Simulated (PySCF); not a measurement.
C₂H₇NSi₂, SMILES [SiH3][C@H]1N=C[SiH2]1.

Geometry optimised at B3LYP-D3(BJ)/def2-SVP. The structure was generated by enumeration; whether it is a known compound was not checked.

Two levels are set side by side: TDDFT-PBE/def2-SVPD (PySCF) and TDDFT-CAM-B3LYP/def2-SVPD (PySCF). Vertical, same geometry. The lowest singlet is HOMO→LUMO 99 % with PBE and HOMO→LUMO 96 % with the other functional; states are paired by order. Differences are taken from unrounded values.

```csv
quantity,TDDFT-CAM-B3LYP
lowest singlet excitation (eV),4.20
lowest triplet excitation (TDA) (eV),3.37
first bright state (f over 0.05) (eV),6.80
its oscillator strength,0.08
```

Task: What does TDDFT-PBE give, and how far is it from TDDFT-CAM-B3LYP? (The exact figures need the calculation; the answer reports its results.)

Result: 
| quantity | TDDFT-PBE | TDDFT-PBE minus TDDFT-CAM-B3LYP |
|---|---|---|
| lowest singlet excitation (eV) | 3.93 | -0.26 |
| lowest triplet excitation (TDA) (eV) | 3.14 | -0.23 |
| first bright state (f over 0.05) (eV) | 5.84 | -0.95 |
| its oscillator strength | 0.06 | -0.03 |

A lower first singlet is the usual sign of a functional without exact exchange. Differences between two approximate levels are no errors against the true value.

Rough cost on one machine, each run with all the roots and properties that it gave: TDDFT-CAM-B3LYP against TDDFT-PBE about 8 times.
